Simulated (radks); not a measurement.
Results of a calculation; reference values are marked as such.
Q: Ionisation ladder of antimony, from Sb21+ to Sb26+. Each ion is in the ground configuration listed by NIST, and IE = E(next ion) - E(this ion). Level of theory: Dirac Kohn-Sham, PBEsol, spin-unpolarised, spherical densities, finite nucleus; open shells are shared between the two j in proportion to 2j + 1; Fermi nuclear charge, rms radius 4.6802 fm (a radial shooting solver on a logarithmic mesh with Libxc functionals).

| species | configuration | IE, Delta-SCF (eV) | <r> HOMO (bohr) |
|---|---|---|---|
| Sb21+ | [Ar] 3d10 4s2 | ? | 0.691 |
| Sb22+ | [Ar] 3d10 4s1 | 695.20 | 0.684 |
| Sb23+ | [Ar] 3d10 | ? | 0.297 |
| Sb24+ | [Ar] 3d9 | 1293.6 | 0.293 |
| Sb25+ | [Ar] 3d8 | ? | 0.289 |
| Sb26+ | [Ar] 3d7 | 1447.8 | 0.285 |

Estimate the withheld Delta-SCF values.

A: Sb21+: 663.12 eV (NIST 657); Sb23+: 1218.9 eV (NIST 1214); Sb25+: 1369.9 eV (NIST 1360).

Beside tabulated values, note that spin-unpolarised runs miss the spin-polarisation part of the exchange energy of open shells.
